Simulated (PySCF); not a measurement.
Gas-phase reaction: SnH2F2 + F → SnF3 + H2

Computed with PySCF and rigid-rotor harmonic-oscillator thermochemistry at 1 bar. † marks an energy on the PBE0/def2-TZVP geometry and frequencies; other levels use their own. MP2 freezes the core. Open shells (unrestricted): F (multiplicity 2, electronic degeneracy 6), SnF3 (multiplicity 2); the rest are closed-shell singlets. Spin-orbit splitting is ignored; it lowers the true energy and changes the entropy of F. Sn: scalar-relativistic def2 core potential, no spin-orbit coupling. SnH2F2, SnF3: computed as isolated molecules; such fragments, hydroxides, amides, oligomers or adducts are transient or little studied in the gas. MP2 isn't extrapolated to the basis-set limit; its ΔH°(298 K) is -284.4 kJ in def2-SVP and -308.8 kJ in def2-TZVPP. The harmonic model lacks anharmonicity and excited electronic states, which grow with temperature; levels with a mode under 35 cm⁻¹ are left out.

```tsv
level	ΔE electronic, kJ	ΔH°(298 K), kJ	ΔS°(298 K), J/K	ΔG°(1200 K), kJ
BLYP/def2-TZVP†	-336	-338	-6	-332
M06-2X/def2-TZVP†	-316	-317	-6	-312
MP2/def2-SVP†	-283	-284	-6	-279
PBE/def2-SVP	-320	-321	-3	-320
PBE/def2-TZVP†	-332	-334	-6	-328
PBE0/def2-QZVP†	-292	-293	-6	-288
PBE0/def2-TZVP	-288	-290	-6	-284
```
ΔH° is lowest at BLYP/def2-TZVP† and highest at MP2/def2-SVP†. No reference value is set beside these.
